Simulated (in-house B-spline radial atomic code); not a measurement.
# Ionising Hg7+ with different functionals

Computed with a radial B-spline atomic code at the basis-set limit: scalar-relativistic (spin-free X2C) Hamiltonian, Fermi nucleus of rms radius 5.4648 fm, spin-polarised at highest spin, spherical fractional occupations for the functionals, the average over the highest-spin determinants for Hartree-Fock. The ionisation energy is the difference of two self-consistent energies, [Xe] 4f14 5d5 → [Xe] 4f14 5d4, without Breit or QED terms; ε is the level of the shell that loses the electron (its least bound occupied spin orbital). There is no spin-orbit coupling in this Hamiltonian.

Hybrids are left out here: with spherical fractional occupations of an open shell their exact exchange keeps a self-interaction that integer-occupation calculations don't have.

```csv
method,rung,ΔSCF (eV),-ε(5d) (eV)
Hartree-Fock,Hartree-Fock,116.85,117.60
LDA VWN5,LDA,117.23,108.47
LDA PW92,LDA,117.22,108.45
LDA exchange-only,LDA,115.74,107.01
PBE,GGA,117.15,108.40
PBEsol,GGA,117.15,108.39
BLYP,GGA,116.77,107.99
RPBE,GGA,117.12,108.37
PW91,GGA,117.22,108.46
BP86,GGA,117.15,108.39
AM05,GGA,117.12,108.36
OLYP,GGA,117.58,108.79
TPSS,meta-GGA,117.22,108.48
SCAN,meta-GGA,117.80,109.13
r2SCAN,meta-GGA,117.81,109.15
revTPSS,meta-GGA,117.23,108.49
```

Task: How do they compare with the NIST value?

Result: NIST lists 114 eV ± 2.1 (tabulated theory, ground level to ground level). Errors run from +1.84 to +3.91 eV; all lie within about twice that uncertainty, so the table can't rank the methods. Hartree-Fock also lacks correlation.
